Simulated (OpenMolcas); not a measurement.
Ionisation energies of antimony

| Quantity | Value |
| --- | --- |
| Program | OpenMolcas |
| Basis | ANO-R2 [7s6p4d2f1g] |
| Scalar Hamiltonian | X2C, finite nucleus |
| Spin-orbit coupling | state interaction with AMFI integrals over the reference wave functions, term energies averaged over their components |

Active shells in each charge state: the valence s, p shells, with orbitals averaged over the low states. Where CASPT2's correlated closed shells are named, they are those of the first ion.

A. CASSCF
B. SS-CASPT2, IPEA 0.25 Eh, imaginary shift 0.1 Eh (closed shells correlated: 4d)
C. SS-CASPT2, IPEA 0.25 Eh, imaginary shift 0.1 Eh (closed shells correlated: 4s 4p 4d)
D. SS-CASPT2, IPEA 0.25 Eh, imaginary shift 0.1 Eh (closed shells correlated: none)
E. SS-CASPT2, IPEA 0 Eh, imaginary shift 0.1 Eh (closed shells correlated: 4d)

Energies in eV between the lowest computed levels, named as in B; reference values from the NIST Atomic Spectra Database with their kind.

```csv
From,To,A,B,C,D,E,Spin-orbit share in B,Reference
Sb+ 5s2 5p2 3P0,Sb2+ 5s2 5p 2P* 1/2,15.798,16.577,16.591,16.277,16.676,+0.038,16.626 (measured)
Sb2+ 5s2 5p 2P* 1/2,Sb3+ 5s2 1S0,24.243,25.228,25.260,24.790,25.328,+0.482,25.323 (measured)
Sb3+ 5s2 1S0,Sb4+ 5s 2S 1/2,42.540,43.493,43.574,42.599,43.496,+0.000,43.804 (measured)
Sb4+ 5s 2S 1/2,Sb5+ 4d10 1S0,53.313,54.751,54.863,53.313,54.797,+0.000,55.000 (semi-empirical)
```

Steps that some method lacks are left out, and so are those with a state whose active s or d shell is doubly occupied in every root (s and p with five to eight electrons, d10) over a frozen core shell of the same l, since the two then mix freely.

Error against the reference values, in %:

```tsv
From	Reference	A	B	C	D	E
Sb+	measured	-5.0	-0.3	-0.2	-2.1	+0.3
Sb2+	measured	-4.3	-0.4	-0.2	-2.1	0
Sb3+	measured	-2.9	-0.7	-0.5	-2.8	-0.7
Sb4+	semi-empirical	-3.1	-0.5	-0.2	-3.1	-0.4
```

Mean absolute error over the 3 measured values: A 1.06 eV, B 0.15 eV, C 0.11 eV, D 0.70 eV, E 0.12 eV.

* marks odd parity.
